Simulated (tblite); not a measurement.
C7H9O (doublet state).
Cartesian coordinates in Å at the GFN2-xTB level; atoms count from 1:
```xyz
17
C7H9O angstrom
O     -0.9876    0.4954   -2.0973
C      0.0316    0.1106   -1.2332
C     -0.2666   -1.1182   -0.3302
C      0.9698   -1.1461    0.4947
C      1.4152    0.2577    0.6903
C      0.2875    1.0421   -0.0226
C     -0.9592    0.7822    0.7812
C     -1.2799   -0.5000    0.6177
H     -1.7881    0.6265   -1.5712
H      0.9138   -0.0321   -1.8595
H     -0.5622   -2.0446   -0.8132
H      1.2837   -1.9766    1.0955
H      2.3808    0.4531    0.2106
H      1.5151    0.5378    1.7443
H      0.5162    2.0811   -0.2449
H     -1.4235    1.5078    1.4231
H     -2.0538   -1.0648    1.1048
```

Computed values, GFN2-xTB/tblite, gas phase, harmonic and unscaled. This tight-binding method is rough: wavenumbers can miss measured ones by several per cent, in bad cases by 10 to 20. One conformer, not necessarily the lowest. Open shells enter through the occupations alone, without spin polarisation, and single modes of such species can be off by tens of per cent.

Harmonic wavenumbers (cm⁻¹): 230.7, 254.1, 312.1, 319.3, 421.5, 446.4, 471.5, 549.4, 669.0, 769.4, 774.7, 783.2, 828.7, 884.8, 913.1, 936.7, 973.1, 991.9, 1001.0, 1015.1, 1052.6, 1078.3, 1085.9, 1122.3, 1141.8, 1163.4, 1191.2, 1206.9, 1216.0, 1228.3, 1261.7, 1276.5, 1293.4, 1363.0, 1455.7, 1621.4, 2887.6, 2928.8, 2982.6, 3019.9, 3027.9, 3122.2, 3139.9, 3150.1, 3484.6.

A = 3371, B = 2289, C = 2216 MHz; mass 109.065 u (most abundant isotopes); point group C1, symmetry number 1; spin multiplicity 2.

**Question.** What is the zero-point energy?

**Answer.** Half the sum of the wavenumbers: 30524 cm⁻¹ = 365.15 kJ/mol.

**Question.** Entropy at 200 K, 1 bar (ideal gas, RRHO, classical rotation)?

**Answer.** Translation 159.07, rotation 109.38, vibration 22.64, spin (R ln 2) 5.76: S = 296.9 J/(mol K).

**Question.** And Cp and H(200 K) − H(0)?

**Answer.** Cp = 81.11 J/(mol K), of which vibrations give 47.86 (their classical limit is 45 R = 374.2); H(200 K) − H(0) = 9.88 kJ/mol without the zero-point energy, 3.23 from vibrations.

**Question.** What must be added to the electronic energy to get the Gibbs energy at 200 K and 1 bar?

**Answer.** ZPE + [H(200 K) − H(0)] − T·S = 365.15 + 9.88 − 59.37 = 315.66 kJ/mol.

**Question.** How do the functions run with temperature in this model?

**Answer.** 
```json
{"T (K)": "150", "S (J/(mol K))": "276.4", "Cp (J/(mol K))": "62.2", "H − H(0) (kJ/mol)": "6.31", "G − H(0) (kJ/mol)": "-35.16", "ln q(vib)": "0.36"}
{"T (K)": "250", "S (J/(mol K))": "317.2", "Cp (J/(mol K))": "102.6", "H − H(0) (kJ/mol)": "14.46", "G − H(0) (kJ/mol)": "-64.84", "ln q(vib)": "1.32"}
{"T (K)": "298.15", "S (J/(mol K))": "337.2", "Cp (J/(mol K))": "124.6", "H − H(0) (kJ/mol)": "19.93", "G − H(0) (kJ/mol)": "-80.59", "ln q(vib)": "1.93"}
{"T (K)": "400", "S (J/(mol K))": "380.2", "Cp (J/(mol K))": "169.3", "H − H(0) (kJ/mol)": "34.94", "G − H(0) (kJ/mol)": "-117.12", "ln q(vib)": "3.46"}
{"T (K)": "600", "S (J/(mol K))": "462.2", "Cp (J/(mol K))": "235.0", "H − H(0) (kJ/mol)": "75.88", "G − H(0) (kJ/mol)": "-201.47", "ln q(vib)": "7.01"}
{"T (K)": "900", "S (J/(mol K))": "569.6", "Cp (J/(mol K))": "292.9", "H − H(0) (kJ/mol)": "155.91", "G − H(0) (kJ/mol)": "-356.75", "ln q(vib)": "12.68"}
```

q(vib) and H(0) count from the zero-point level.

**Question.** Which modes carry the vibrational entropy at 200 K?

**Answer.** 230.7 cm⁻¹: 5.00; 254.1 cm⁻¹: 4.37; 312.1 cm⁻¹: 3.14; 319.3 cm⁻¹: 3.02; 421.5 cm⁻¹: 1.69; 446.4 cm⁻¹: 1.46 J/(mol K); the other 39 give 3.97 together.

Hindered rotation and anharmonicity are outside this model. Other conformers, if any are populated, would add a mixing term that is left out. The structure is chiral; the term R ln 2 for an equal mix with its mirror image is left out.
